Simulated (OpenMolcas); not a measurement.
Re3+ among 4 point charges of -1.5 e arranged as a square (D4h).

```yaml
Program: OpenMolcas
Method: CASSCF
Basis: ANO-RCC-VTZP [8s7p5d3f2g1h]
Scalar_Hamiltonian: DKH2, point nucleus
Active_space: 4 electrons in 5 orbitals (5d)
State_averaging: 2S+1 = 5 even, 5 roots; 2S+1 = 3 even, 45 roots; 2S+1 = 1 even, 50 roots
Spin-orbit_coupling: state interaction with AMFI integrals over the reference wave functions
```

All point charges move together. At R = 2.06 Å the first state of the same spin is 8577 cm-1, and at R = 2.17 Å it is 6795 cm-1.

**Question.** A third run gives 12805 cm-1. What distance was it run at?

**Answer.** With a power law R^-n the two known points give n = -ln(6795 / 8577) / ln(2.17 / 2.06) = 4.48. Then R = 2.06 × (8577 / 12805)^(1/4.48) = 1.884 Å. The run was at 1.88 Å, so the estimate is off by +0.004 Å.

Without dynamic correlation the repulsion within the d shell is too large (B by tens of per cent), so at a given field states of lower spin stand too high. Point charges give a weaker field than real ligands, and real ions of this kind are as a rule low spin; the high spin found here belongs to the model. This shell can be high or low spin here, a state of another spin lies low, and with metal d orbitals alone active their balance is uncertain, so the ground spin may be wrong (holds for R = 1.88). Point charges carry no covalency, so the field is a model and not that of real ligands. No measured value stands beside these numbers.
